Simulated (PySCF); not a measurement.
Bond stretch in SMILES [AsH3]. The As1–H4 bond (As1 also carries H, H; H4 carries nothing else) is pulled apart rigidly from the PBE0/def2-TZVP optimised geometry.

Levels of theory: CASSCF(2,2)/cc-pVDZ (PySCF); UCCSD(T) = PySCF with CCSD(T) on UHF/cc-pVDZ, 9 core orbitals frozen.

Energies relative to the lowest point of each curve near equilibrium, in kcal/mol:

| R / Å | CASSCF(2,2) |
|---|---|
| 1.21 | 37.7 |
| 1.30 | 17.2 |
| 1.36 | 8.8 |
| 1.42 | 3.6 |
| 1.52 | 0.1 |
| 1.56 | 0.0 |
| 1.67 | 2.4 |
| 1.77 | 6.9 |
| 2.05 | 23.5 |
| 3.72 | 66.8 |
| 4.54 | 67.7 |
| 5.30 | 67.8 |

Problem. What does UCCSD(T) give at the same points?

Solution. 1.21: 35.0; 1.30: 15.3; 1.36: 7.4; 1.42: 2.7; 1.52: 0.0; 1.56: 0.2; 1.67: 3.5; 1.77: 8.8; 2.05: 27.6; 3.72: 74.9; 4.54: 75.2; 5.30: 75.3 (kcal/mol).

The unrestricted determinant behind UCCSD(T) is spin-contaminated at 2.05 to 5.30 Å (<S²> up to 1.0, against 0.00 for a pure singlet).
